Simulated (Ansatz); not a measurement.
Total energies of BH$_{4}$InO$_{3}$ (`OB(O)[O][InH2]`).

```json
{"atom": "O1", "x (Å)": "0.959", "y (Å)": "-0.052", "z (Å)": "0.581"}
{"atom": "B2", "x (Å)": "-0.056", "y (Å)": "0.854", "z (Å)": "0.186"}
{"atom": "O3", "x (Å)": "0.075", "y (Å)": "2.150", "z (Å)": "0.603"}
{"atom": "O4", "x (Å)": "-1.019", "y (Å)": "0.310", "z (Å)": "-0.551"}
{"atom": "In5", "x (Å)": "-0.377", "y (Å)": "-1.662", "z (Å)": "-0.664"}
{"atom": "H6", "x (Å)": "1.676", "y (Å)": "0.296", "z (Å)": "1.115"}
{"atom": "H7", "x (Å)": "-0.654", "y (Å)": "2.689", "z (Å)": "0.290"}
{"atom": "H8", "x (Å)": "0.511", "y (Å)": "-1.953", "z (Å)": "-2.092"}
{"atom": "H9", "x (Å)": "-1.115", "y (Å)": "-2.632", "z (Å)": "0.532"}
```

The species carries charge 0 and has multiplicity 1. Correlated methods include outer-core shells of In, which these sets cover unevenly. In takes the def2 core potential. The structure was optimised at the PBE0-D4/def2-TZVP level. It is one conformer, not always the lowest. Basis def2-TZVPP, Ansatz 0.2.0.

RPA on PBE orbitals: Hartree–Fock energy of these orbitals -441.03063 Eh, correlation -1.66312 Eh (frozen core).

```json
{"functional": "LDA (SPW92)", "kind": "LDA", "energy without D4 (Eh)": "-441.12757", "D4 term (kJ/mol)": "–"}
{"functional": "B3LYP", "kind": "global hybrid, 20 %", "energy without D4 (Eh)": "-443.41719", "D4 term (kJ/mol)": "-27.7"}
```

Q: Give the same for PBE, revPBE, BLYP, r2SCAN, B97M-V, PBE0, r2SCANh, r2SCAN0, HSE06 (plane-wave form), BHLYP, CAM-B3LYP, LC-ωPBE, ωB97X-V, ωB97M-V, B2PLYP, PBE-QIDH. (An estimate is asked.)

A: Ansatz gave: 
| functional | kind | energy without D4 (Eh) | D4 term (kJ/mol) |
| --- | --- | --- | --- |
| PBE | GGA | -443.05957 | -17.0 |
| revPBE | GGA | -443.30137 | -50.3 |
| BLYP | GGA | -443.24728 | -37.4 |
| r2SCAN | meta-GGA | -443.29136 | -4.0 |
| B97M-V | meta-GGA with VV10 | -443.29432 | – |
| PBE0 | global hybrid, 25 % exact exchange | -443.06510 | -14.4 |
| r2SCANh | meta-GGA hybrid, 10 % | -443.26280 | -4.3 |
| r2SCAN0 | meta-GGA hybrid, 25 % | -443.22151 | -4.8 |
| HSE06 (plane-wave form) | screened hybrid | -443.05192 | -13.5 |
| BHLYP | global hybrid, 50 % | -443.14442 | -22.3 |
| CAM-B3LYP | range-separated hybrid | -443.24110 | -14.7 |
| LC-ωPBE | long-range corrected hybrid | -443.22405 | – |
| ωB97X-V | range-separated hybrid GGA with VV10 | -443.24105 | – |
| ωB97M-V | range-separated hybrid meta-GGA with VV10 | -443.21741 | – |
| B2PLYP | double hybrid | -442.96318 | – |
| PBE-QIDH | double hybrid | -442.83189 | – |

B3LYP takes the VWN-RPA correlation (the form of Gaussian; ORCA's B3LYP/G). HSE06 is the plane-wave form, built on full-range PBE exchange. The double hybrids freeze the cores in their second-order part.

LC-ωPBE has ω = 0.4 bohr⁻¹.
